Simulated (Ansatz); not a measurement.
An input meant for `CCC(CC(C)OC(C)=O)OC(C)=O` (charge 0, singlet).

```yaml
crystal:
  periodic: [false, false, false]
  atoms:
    - {symbol: C, position_ang: [-2.583385, 2.052131, 1.207929]}
    - {symbol: C, position_ang: [-1.274352, 1.263059, 1.231725]}
    - {symbol: C, position_ang: [-1.117453, 0.306493, 0.052148]}
    - {symbol: C, position_ang: [0.181507, -0.505316, 0.054284]}
    - {symbol: C, position_ang: [1.459199, 0.325206, -0.069319]}
    - {symbol: C, position_ang: [1.561843, 1.144210, -1.351524]}
    - {symbol: O, position_ang: [2.545432, -0.641447, -0.024805]}
    - {symbol: C, position_ang: [3.735805, -0.203429, 0.464612]}
    - {symbol: C, position_ang: [4.759447, -1.315107, 0.432397]}
    - {symbol: O, position_ang: [3.930484, 0.927932, 0.867612]}
    - {symbol: O, position_ang: [-2.234292, -0.621686, 0.117234]}
    - {symbol: C, position_ang: [-2.679934, -1.131995, -1.062634]}
    - {symbol: C, position_ang: [-3.843590, -2.066585, -0.825742]}
    - {symbol: O, position_ang: [-2.197012, -0.859993, -2.145399]}
    - {symbol: H, position_ang: [-2.660049, 2.734466, 2.077595]}
    - {symbol: H, position_ang: [-2.665516, 2.667882, 0.288023]}
    - {symbol: H, position_ang: [-3.454886, 1.368380, 1.232878]}
    - {symbol: H, position_ang: [-0.410340, 1.960806, 1.224954]}
    - {symbol: H, position_ang: [-1.191594, 0.677393, 2.173547]}
    - {symbol: H, position_ang: [-1.207481, 0.855678, -0.909579]}
    - {symbol: H, position_ang: [0.231587, -1.102332, 0.989166]}
    - {symbol: H, position_ang: [0.147740, -1.219327, -0.794391]}
    - {symbol: H, position_ang: [1.587768, 0.999381, 0.803811]}
    - {symbol: H, position_ang: [2.537414, 1.665474, -1.392163]}
    - {symbol: H, position_ang: [1.454250, 0.495284, -2.243980]}
    - {symbol: H, position_ang: [0.768519, 1.917364, -1.390530]}
    - {symbol: H, position_ang: [4.907939, -1.662093, -0.609643]}
    - {symbol: H, position_ang: [4.394778, -2.185796, 1.012808]}
    - {symbol: H, position_ang: [5.714629, -0.952607, 0.849520]}
    - {symbol: H, position_ang: [-4.666561, -1.528206, -0.314695]}
    - {symbol: H, position_ang: [-3.534911, -2.893919, -0.156203]}
    - {symbol: H, position_ang: [-4.196972, -2.471314, -1.789616]}
basis:
  gaussian: {orbitals: def2-SVP}
magnetization: {spin_polarized: true, initial_magnetization: 6}
hamiltonian: {xc: {name: B97}, pseudopotentials: {relativity: scalar}}
scf: {omitted_lower_state_checks: [starts]}
```

```sh
$ ansatz run in.yaml --threads 4 --pin off --events-out ev --progress --plain --max-ram 6963MiB
```

It prints (some lines left out):

```
Functional definition: B97
2919 factors; integrals over basis functions are off by at most 1.3e-3 eV
mean field evaluation 1: about -18805.0499 eV, gradient 5.7e1 eV
mean field evaluation 2: about -18771.8140 eV, gradient 8.7e1 eV
mean field evaluation 4: about -18819.1911 eV, gradient 2.3e1 eV
mean field evaluation 8: about -18822.1195 eV, gradient 1.3e0 eV
mean field evaluation 16: about -18822.8621 eV, gradient 3.3e-1 eV
mean field evaluation 32: about -18822.8638 eV, gradient 3.0e-3 eV
mean field -18822.86384837 eV, -691.7274878323 hartree, gradient 7.8e-6 eV, S^2 12.015543; 0 other end points of the search recorded, 0 dependent functions left out
reference -18822.86390308 eV, -691.7274898427 hartree; 58, 52 occupied and 228, 234 virtual orbitals, 2919 factors
Total energy: -18822.86390308 eV, -691.7274898427 hartree
Relativity: scalar
Checks for a lower state left out: starts
```

In this input the spin is set far too high (6 unpaired electrons typed, 0 in the singlet as meant). The calculation finished and met its thresholds. The result belongs to that input, not to the species as meant.
